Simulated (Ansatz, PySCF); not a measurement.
Stretching the Bi1–H2 bond in BiH3 (SMILES [BiH3]) (multiplicity 1 held, fragments rigid). Energies count from the point at 1.797 Å.
Geometry at that point (charge 0, multiplicity 1):
```json
[
 {"atom": "Bi", "x (Å)": "0.0006", "y (Å)": "-0.0011", "z (Å)": "0.0359"},
 {"atom": "H", "x (Å)": "-1.4703", "y (Å)": "-0.2134", "z (Å)": "-0.9736"},
 {"atom": "H", "x (Å)": "0.9197", "y (Å)": "-1.1034", "z (Å)": "-1.0448"},
 {"atom": "H", "x (Å)": "0.4970", "y (Å)": "1.4112", "z (Å)": "-0.9575"}
]
```

R- and RO- levels are restricted; in cc, def2 and unpolarised 6-31G sets they are followed outwards from rest. Unrestricted levels (U-) break spin symmetry where that is lower. Active spaces are followed from a long bond inwards. Levels need not reach the same state.

Cores are frozen in the correlated methods. Filled d and f shells under p-block atoms count as core. Rows in LANL2DZ carry no dispersion term and start afresh at each structure. LANL2DZ brings its own core potentials from Na on.

Programs: Ansatz (Gaussian orbitals); PySCF for LANL2DZ rows.  In def2 rows elements past Kr take small-core potentials, without spin–orbit coupling.

| level | energy at R = 5.749 Å (kcal/mol) |
|---|---|
| U-HF/LANL2DZ | 40.58 |
| U-HF/def2-TZVPP | 40.90 |
| U-r2SCAN/def2-TZVPP | 62.63 |
| R-B3LYP/def2-TZVPP | 100.90 |
| U-wB97X-V/def2-TZVPP | 64.56 |
| U-CCSD/def2-TZVPP | 61.53 |
| U-CCSD(T)/def2-TZVPP | 62.13 |
| SC-NEVPT2 on CASSCF(2,2)/def2-TZVPP | (withheld) |
| FIC-MRCISD+Q on CASSCF(2,2)/def2-TZVPP | 62.54 |

**Question.** Some entries are withheld; supply them.

**Answer.** 
- SC-NEVPT2 on CASSCF(2,2)/def2-TZVPP, energy at R = 5.749 Å (kcal/mol): 59.75

Doubts at one or more of the structures used: a spin-contaminated determinant (U-HF/LANL2DZ, U-HF/def2-TZVPP, U-r2SCAN/def2-TZVPP, U-wB97X-V/def2-TZVPP, U-CCSD/def2-TZVPP, U-CCSD(T)/def2-TZVPP); a restricted determinant that unrestricted orbitals would lower (R-B3LYP/def2-TZVPP).

Ansatz is a program for electronic structure.
